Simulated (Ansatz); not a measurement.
Total energies of MoS₃⁻ from Ansatz at PBE-D4/def2-TZVPD, gas phase (1 Eh = 27.2114 eV = 2625.5 kJ/mol). The reference geometry is relaxed at PBE0-D4/def2-SVPD.

Cartesian coordinates in Å:
```
Mo 0.0015 0.0002 0.0011
S -1.1133 1.3209 1.2907
S 1.1084 0.8024 -1.6664
S 0.0033 -2.1235 0.3746
```

```csv
state,geometry,energy (Eh)
charge -1 doublet,reference,-1262.59201
charge 0 singlet,reference,-1262.44902
charge -1 quartet,relaxed at PBE0-D4/def2-SVPD,-1262.52492
```

In the def2 sets Mo takes a core potential; there is no spin–orbit coupling.

Question: Work out the vertical ionisation energy to the singlet.

Answer: E(charge 0 singlet) − E(charge -1 doublet) = -1262.44902 − (-1262.59201) = 0.14299 Eh = 3.89 eV. For comparison, −ε of the highest occupied level of the spin that leaves is 1.37 eV at this level, 2.52 eV less.

Question: Which of the charge -1 states is lowest, and how far above it are the others?

Answer: The doublet. quartet: -1262.52492 − (-1262.59201) = 0.06709 Eh = 176.1 kJ/mol.

A triplet lies near this restricted singlet, and broken spin symmetry wasn't tried. At PBE-D4/def2-TZVPD the highest occupied level of the charge -1 quartet lies above zero (up to 0.13 eV). It is a level of α spin, whose loss leaves a triplet; that state wasn't run at this geometry and level. The electron is either unbound and held by the finite basis, or the level is raised by self-interaction error. 

The structure comes from a short search, and lower isomers may exist.
